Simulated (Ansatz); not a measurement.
A nudged elastic band was laid between two geometries of GaH$_{3}$O$_{2}$ (6 atoms, charge 0, multiplicity 1).

Method: RKS PBE0-D4/def2-SVP in Ansatz 0.2.0.

```yaml
movable_images: 7
climbing_image: yes
spring: 5.0 eV/Å²
optimiser: quadratic models (default)
start_path: through a guess of the saddle point
force_threshold: 0.03 eV/Å
iteration_limit: 60
end_points: relaxed
```

Image 0:

```xyz
6
Properties=species:S:1:pos:R:3
Ga 0.250 -0.288 0.308
H 0.056 -0.212 1.853
O 1.824 -0.355 -0.511
H 2.583 -0.344 0.080
O -1.074 -0.318 -0.877
H -1.955 -0.282 -0.492
```

Image 8:

```xyz
6
Properties=species:S:1:pos:R:3
Ga -0.324 1.146 0.256
H 1.691 -0.657 1.320
O 1.540 -0.248 0.459
H 0.922 -0.846 -0.027
O -0.684 -0.507 -0.555
H -1.461 -0.687 -1.092
```

Problem. What changes between the two ends?

Solution. Bonds broken: Ga1–H2. Bonds formed: H2–O3.

Problem. What energy profile does the band end with?

Solution. The forces met the threshold. The highest image is number 3 of 0 to 8, 2.32 eV above the first end and 2.24 eV above the last; the last end lies 0.09 eV above the first. Neighbouring images differ by up to 1.4 eV, so the band resolves the path poorly. A vibrational analysis at the climbing image gives one clearly imaginary mode, 1347i cm⁻¹: a first-order saddle point. The orbitals stay closed-shell, which can raise the energy where a bond breaks towards radicals; this wasn't checked here.

| image | path coordinate (Å) | energy (eV) | Ga1–H2 (Å) | H2–O3 (Å) |
| --- | --- | --- | --- | --- |
| 0 | 0.00 | 0.00 | 1.56 | 2.96 |
| 1 | 0.70 | 0.17 | 1.55 | 2.84 |
| 2 | 1.39 | 0.96 | 1.54 | 2.19 |
| 3 | 2.09 | 2.32 | 1.63 | 1.47 |
| 4 | 2.63 | 0.92 | 2.00 | 1.01 |
| 5 | 3.17 | 0.41 | 2.55 | 0.97 |
| 6 | 3.71 | 0.28 | 2.81 | 0.96 |
| 7 | 4.26 | 0.16 | 2.90 | 0.96 |
| 8 | 4.80 | 0.09 | 2.91 | 0.96 |

Problem. What is the geometry of the highest image?

Solution. 
```xyz
6
Properties=species:S:1:pos:R:3
Ga -0.196 -0.043 0.531
H 1.072 -0.082 1.561
O 1.720 -0.041 0.237
H 2.258 -0.748 -0.155
O -1.105 -0.435 -0.954
H -2.064 -0.449 -0.858
```

The run took 4.1 min on 1 thread of Arm Neoverse V2, on a shared host, peak memory 0.17 GiB.
